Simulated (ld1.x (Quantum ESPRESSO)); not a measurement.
## Which change was made? (Mo, TM)

molybdenum, norm-conserving Troullier–Martins (Kleinman–Bylander form), made with ld1.x (Quantum ESPRESSO) 7.5 (Wu–Cohen, scalar-relativistic). Core [Ar] 3d10, reference 4s2 4p6 4d5 5s1 5p0. Waves: 4s (bound): rc 1.55 bohr; 4p (bound): rc 1.40 bohr; 4d (bound): rc 1.55 bohr. Local part: the d channel. Core correction: none.

Occupied shells without a wave of their own: 5s. They enter only through the test configuration that unscreens the potential.

Cutoffs, loose and tight: the cutoffs (Ry, on a coarse ladder) from which the occupation-weighted sum of valence levels, in a spherical-Bessel basis at the reference potential, stays within 10 and 1 mRy of its value at 400 Ry. They do not see the model core or the augmentation charge, which bear on the density cutoff. Test errors are all-electron minus pseudo excitation energies from the reference, over the configurations 4s2 4p6 4d5 5s0 5p0; 4s2 4p6 4d4 5s0 5p0; 4s2 4p6 4d3 5s0 5p0; 4s2 4p6 4d4 5s2 5p0; 4s2 4p6 4d5.5 5s0.5 5p0; 4s2 4p6 4d2 5s0 5p0; 4s2 4p6 4d6 5s0 5p0; variants that change the core or the reference have their own tests.

The base gives: outcome: generated; cutoff, loose: 70 Ry; cutoff, tight: 110 Ry; bound ghosts: none; largest test error (meV): -442.

On the changes marked as counting shells twice: ld1.x takes every shell without a wave as core, so the model core holds the marked electrons as well and exchange and correlation see them twice. This cancels in the reference configuration, but the file is broken for other ones, and its errors say nothing about a proper core correction.

Problem. After one change the result is: outcome: generated; cutoff, loose: 70 Ry; cutoff, tight: 110 Ry; bound ghosts: none; largest test error (meV): -1230. Which change was it?
A. all radii scaled by about 1.08 (s 1.68, p 1.50, d 1.68 bohr)
B. type RRKJ; local potential the p channel
C. wave 4s (bound): rc 1.55 bohr becomes 4s (bound): rc 1.14 bohr
D. core correction a·sin(br)/r model core inside 0.74 bohr (5s counted twice)

Solution. D. The others give: type RRKJ; local potential the p channel → outcome: generated; cutoff, loose: 60 Ry; cutoff, tight: 110 Ry; bound ghosts: none; largest test error (meV): -235 | wave 4s (bound): rc 1.55 bohr becomes 4s (bound): rc 1.14 bohr → outcome: generated; cutoff, loose: 100 Ry; cutoff, tight: 180 Ry; bound ghosts: none; largest test error (meV): +98 | all radii scaled by about 1.08 (s 1.68, p 1.50, d 1.68 bohr) → outcome: generated, misses its reference levels by 0.22 eV; cutoff, loose: 55 Ry; cutoff, tight: 100 Ry; bound ghosts: none; largest test error (meV): -839.
